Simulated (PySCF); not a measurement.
C4H10FNSi.
SMILES: `C[C@@H]1C[Si@@H](CF)N1`

Computed with TDDFT CAM-B3LYP/def2-SVPD, vertical, gas phase, core orbitals frozen in the response (PySCF 2.14.0, density-fitted response routines). Isolated species at its GFN2-xTB geometry (one conformer only). Torsions of this conformer, `[CH3:1][C@@H:2]1[CH2:3][Si@@H:4]([CH2:5][F:6])[NH:7]1`: C3–Si4–C5–F6 -176°.

Computed states:

```csv
state,E (eV),f
S1,5.88,0.010
S2,6.44,0.0074
S3,7.03,0.021
S4,7.19,0.030
S5,7.30,0.029
S6,7.62,0.0049
S7,7.74,0.021
S8,7.93,0.031
```

Broadening: Gaussians 0.3 eV wide at half height, area fixed by f = 4.319×10⁻⁹ ∫ε dν̃. The width is an assumption, not a result. The curve ends short of the highest state used, and states not computed would add to its high-energy end.

(1) What does the envelope look like, and where are its maxima?

(2) On this curve, what absorbance would a 10⁻³ mol/L sample give at 222 nm over a 1 cm path?

(3) Coming from long wavelengths, where does ε first pass 100 L mol⁻¹ cm⁻¹?

Answers

(1) 
| E (eV) | ε (L mol⁻¹ cm⁻¹) |
| --- | --- |
| 5.43 | 2 |
| 5.51 | 15 |
| 5.59 | 73 |
| 5.68 | 281 |
| 5.76 | 608 |
| 5.84 | 889 |
| 5.92 | 876 |
| 6.01 | 540 |
| 6.09 | 245 |
| 6.17 | 138 |
| 6.25 | 235 |
| 6.34 | 493 |
| 6.42 | 656 |
| 6.50 | 590 |
| 6.59 | 331 |
| 6.67 | 161 |
| 6.75 | 202 |
| 6.83 | 587 |
| 6.92 | 1566 |
| 7.00 | 2810 |
| 7.08 | 4109 |
| 7.17 | 5192 |
| 7.25 | 5261 |
| 7.33 | 4220 |

Maxima: 211 nm (5.88 eV), ε about 930, made up of S1 (100%); 193 nm (6.44 eV), ε about 660, made up of S2 (100%); 172 nm (7.22 eV), ε about 5400, made up of S3 (12%), S4 (49%) and S5 (39%) (ε in L mol⁻¹ cm⁻¹; maxima over ε = 5, shares over 10%).

(2) 222 nm is 5.585 eV, where ε is about 67 L mol⁻¹ cm⁻¹, so A = ε c l ≈ 0.067 (Beer–Lambert, with the gas-phase spectrum and the assumed width).

(3) At about 221 nm (5.61 eV), 0.27 eV below S1.
